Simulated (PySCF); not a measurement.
Computed shifts of a molecule CH5F2NOSi, PySCF with PBE0/pcSseg-1, GIAO, gas phase, atoms alike by connectivity averaged where their shifts nearly agree, in ppm (number of nuclei): ¹³C: 31.2 (1). ¹⁵N: 27.0 (1). ²⁹Si: -66.9 (1). ¹⁹F: -162.4 (1), -164.8 (1). ¹H: 2.92 (3), 1.88 (1), 0.86 (1). References: ¹³C against TMS (σ = 186.3 ppm); ¹⁵N against NH3 (σ = 267.4 ppm); ²⁹Si against TMS (σ = 352.7 ppm); ¹⁷O against H2O (σ = 334.2 ppm); ¹⁹F against CFCl3 (σ = 167.2 ppm); ¹H against TMS (σ = 31.56 ppm), references at their B3LYP-D3(BJ)/def2-TZVP geometries, non-relativistic. Coordinates come from a r2SCAN-D4/def2-SVP optimisation. One conformer was computed; it need not be the lowest.

Q: Which structure fits?
A) N[Si@](O)(F)CF
B) CO[Si](N)(F)F
C) CN[Si](O)(F)F
D) NC[Si](O)(F)F

A: C, CN[Si](O)(F)F
